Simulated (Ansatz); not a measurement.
Ideal-gas functions of AlBrH₂SSi (`[Br][Al]1[SiH2][S]1`) at 400 K and 1 bar, from an Ansatz frequency run at PBE0-D4/def2-TZVP.

Molar mass 169.06 g/mol, point group Cs (symmetry number 1), electronic degeneracy 1, moments of inertia 79.182, 617.768, 691.048 u Å². Harmonic wavenumbers (cm⁻¹, unscaled): 108, 118, 245, 387, 437, 468, 586, 641, 688, 949, 2214, 2228.

Use S(trans) = R[1.5 ln M + 2.5 ln T − 1.1517]; rotational temperatures θ = 24.2544 K / I; S(rot) = R[ln(√π/σ · √(T³/θAθBθC)) + 1.5]; for each mode x = 1.438777 ν̃/T, S = R[x/(eˣ − 1) − ln(1 − e⁻ˣ)] and H = RT x/(eˣ − 1); 1 cm⁻¹ = 0.0119627 kJ/mol; R = 8.31446 J/(mol·K).

Question: By hand: the entropy, in J/(mol·K).

Answer: Translation 178.9. Rotation: θ = 0.3063, 0.0393, 0.0351 K, giving 124.3. Vibration, mode by mode: 16.23, 15.50, 9.63, 6.20, 5.36, 4.90, 3.50, 3.00, 2.62, 1.24, 0.03, 0.02, in all 68.2. Electronic 0.0. Sum 371.4 J/(mol·K).

Question: By hand: H − E and G − E in kJ/mol, counted from the electronic energy.

Answer: Zero-point energy ½ × 9069 × 0.0119627 = 54.2; thermal vibration 14.6; translation, rotation and pV give 4 RT = 13.3. H − E = 82.1 kJ/mol, and G − E = 82.1 − 400 × 371.4/1000 = -66.5 kJ/mol.

Vibration gives 18 % of the entropy, 31.7 J/(mol·K) of it from the modes under 150 cm⁻¹: soft modes count most, and the harmonic formula is weakest for them.
